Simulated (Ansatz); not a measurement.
The cluster Ba₂O₂. Total charge 0; quintet. Geometry PBE0-D4/def2-TZVP; atoms count from 1.

```xyz
4

Ba    1.783    0.443   -1.254
Ba   -1.896   -0.269    1.131
O    -0.448    0.688   -0.486
O     0.561   -0.861    0.609
```

In the def2 sets Ba takes a core potential; there is no spin–orbit coupling. At PBE0-D4/def2-TZVP a singlet of charge 0 lies 5.24 eV below the quintet, each at its own geometry. The structure comes from a short search, and lower isomers may exist.

**Question.** Estimate the Mulliken populations from the PBE0/def2-TZVP orbitals of Ansatz.

**Answer.** 
```json
{"atom": "Ba1", "charge (e)": "0.65", "spin (α − β)": "0.97"}
{"atom": "Ba2", "charge (e)": "0.65", "spin (α − β)": "0.97"}
{"atom": "O3", "charge (e)": "-0.77", "spin (α − β)": "0.79"}
{"atom": "O4", "charge (e)": "-0.53", "spin (α − β)": "1.27"}
```
Mulliken values and Mayer orders depend strongly on the basis.

**Question.** Where does the spin sit?

**Answer.** Summed by element: Ba 1.94, O 2.06, of 4 unpaired in all. Largest on single atoms: O4 1.27, Ba2 0.97, Ba1 0.97.

**Question.** And the Mayer bond orders between bonded heavy atoms (over 0.3)?

**Answer.** Ba1–Ba2 0.61 (4.44 Å); Ba1–O3 0.38 (2.37 Å); Ba2–O3 0.38 (2.37 Å). Values over 0.3 also appear between atoms too far apart for a bond (O3–O4 0.44 at 2.15 Å); they arise where an orbital or an unpaired electron spreads over both atoms.
